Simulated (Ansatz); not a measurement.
`N[BH][SnH3]` + H₂Se → `NB[SeH]` + `[SnH4]` at 298.15 K and 1 bar (cleavage of the B–Sn bond).

Gas-phase electronic energies from Ansatz, PBE0-D4/def2-TZVP geometries. CCSD(T)/CBS adds triple-zeta CCSD(T) − MP2 to the extrapolated MP2 energy (def2 sets, frozen cores). Elements past krypton have def2 core potentials. For Se, Sn outer-core shells are correlated without core-valence functions, which leaves a few kJ/mol of doubt a bond. Scalar relativity is left out up to krypton. Each species was taken in one conformer, which may not be the lowest.

```json
{"species": "`N[BH][SnH3]`", "CCSD(T)/CBS energy (Eh)": "-297.14394", "H − E (kJ/mol)": "176.1", "S (J/(mol·K))": "322.0"}
{"species": "H₂Se", "CCSD(T)/CBS energy (Eh)": "-2401.89790", "H − E (kJ/mol)": "45.8", "S (J/(mol·K))": "219.1"}
{"species": "`NB[SeH]`", "CCSD(T)/CBS energy (Eh)": "-2482.67368", "H − E (kJ/mol)": "141.8", "S (J/(mol·K))": "290.2"}
{"species": "`[SnH4]`", "CCSD(T)/CBS energy (Eh)": "-216.39156", "H − E (kJ/mol)": "79.6", "S (J/(mol·K))": "228.5"}
```

H − E and S are ideal-gas, rigid-rotor, harmonic terms from PBE0-D4/def2-TZVP, for one conformer and one mirror image of each species. 1 Eh = 2625.50 kJ/mol, R = 8.31446 J/(mol·K).

**Question.** By hand: ΔE, ΔH, ΔS and ΔG.

**Answer.** ΔE = (-2482.67368) + (-216.39156) − (-297.14394) − (-2401.89790) = -0.02340 Eh = -61.4 kJ/mol. Δ(H − E) = 141.8 + 79.6 − 176.1 − 45.8 = -0.5, so ΔH = -61.9 kJ/mol. ΔS = 290.2 + 228.5 − 322.0 − 219.1 = -22.4 J/(mol·K). ΔG = -61.9 − 298.15 × (-22.4)/1000 = -55.2 kJ/mol.

**Question.** By hand: the equilibrium constant, and the temperature at which ΔG would vanish if ΔH and ΔS stayed fixed.

**Answer.** log₁₀ K = −ΔG/(RT ln 10) = 9.7. ΔG = 0 at ΔH/ΔS = 2763 K, far beyond where these terms or the molecules hold.

ΔH outweighs TΔS. A doubt of 5 kJ/mol in ΔE shifts log₁₀ K by 0.9 here. Other conformers and mirror images would add mixing entropy, several J/(mol·K) or more a flexible species. These are equilibria of isolated gas molecules and say nothing of rates. Largest T1 diagnostic: 0.014 (customary marks: 0.02 for closed shells, 0.045 for open ones).
